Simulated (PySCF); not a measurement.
Compound: H8O4Si4.
Bonds: O1–Si2, Si2–O3, O3–Si4, Si4–O5, O5–Si6, Si6–O7, O7–Si8, O1–Si8. Hydrogens: H9, H10 on Si2; H11, H12 on Si4; H13, H14 on Si6; H15, H16 on Si8.

The same species was optimised twice, with GFN2-xTB and with PBE0-D3(BJ)/def2-SVP (PySCF), and the same property calculations (PySCF, gas phase) were run on both structures.

```csv
coordinate,GFN2-xTB,PBE0-D3(BJ)/def2-SVP,change
O1–Si8 (Å),1.615,1.647,+0.032
O7–Si8 (Å),1.615,1.647,+0.032
Si6–O7 (Å),1.615,1.647,+0.032
O3–Si4 (Å),1.615,1.647,+0.032
Si2–O3 (Å),1.616,1.647,+0.031
O5–Si6 (Å),1.615,1.647,+0.032
O1–Si2 (Å),1.615,1.646,+0.031
Si4–O5 (Å),1.615,1.647,+0.032
O1–Si2–O3 (°),112.9,110.6,-2.3
O5–Si6–O7 (°),112.8,110.6,-2.2
O3–Si4–O5 (°),112.8,110.7,-2.1
O1–Si8–O7 (°),112.8,110.7,-2.1
Si4–O5–Si6 (°),157.6,158.6,+1.0
Si2–O3–Si4 (°),156.8,157.4,+0.6
Si6–O7–Si8 (°),156.9,157.4,+0.5
Si2–O1–Si8 (°),157.5,157.4,-0.1
```

Rotational constants: A = 1138, B = 1133, C = 584.3 MHz (GFN2-xTB) against A = 1098, B = 1095, C = 572.4 MHz (PBE0-D3(BJ)/def2-SVP). Atoms that the bonding makes alike are paired by their places after alignment.

On the GFN2-xTB structure: HOMO (eV) -8.24 [PBE0/pcSseg-1]; LUMO (eV) 0.82 [PBE0/pcSseg-1]; dipole (D) 0.01 [PBE0/pcSseg-1]; GIAO shielding of O1/O3/O5/O7 (mean) (ppm) 243.0 [PBE0/pcSseg-1]; GIAO shielding of Si2/Si4/Si6/Si8 (mean) (ppm) 403.5 [PBE0/pcSseg-1].

Question: What do these properties become on the PBE0-D3(BJ)/def2-SVP structure?

Answer: 
```
                                      property          level  on GFN2-xTB  on PBE0-D3(BJ)/def2-SVP  change
                                     HOMO (eV)  PBE0/pcSseg-1        -8.24                    -8.34   -0.10
                                     LUMO (eV)  PBE0/pcSseg-1         0.82                     0.69   -0.13
                                    dipole (D)  PBE0/pcSseg-1         0.01                     0.04   +0.03
  energy, GFN2-xTB geometry as zero (kcal/mol)  PBE0/pcSseg-1          0.0                     -6.0    -6.0
    GIAO shielding of O1/O3/O5/O7 (mean) (ppm)  PBE0/pcSseg-1        243.0                    244.8    +1.8
GIAO shielding of Si2/Si4/Si6/Si8 (mean) (ppm)  PBE0/pcSseg-1        403.5                    401.1    -2.4
```

The heavy atoms differ by 0.170 Å rms after alignment. Among bonds between heavy atoms O1–Si2, O1–Si8, Si2–O3, O3–Si4, Si4–O5, O5–Si6, Si6–O7 and O7–Si8 change most and about equally (+0.031 to +0.032 Å). Changes are differences of the printed values. Neither structure is proved a minimum here.
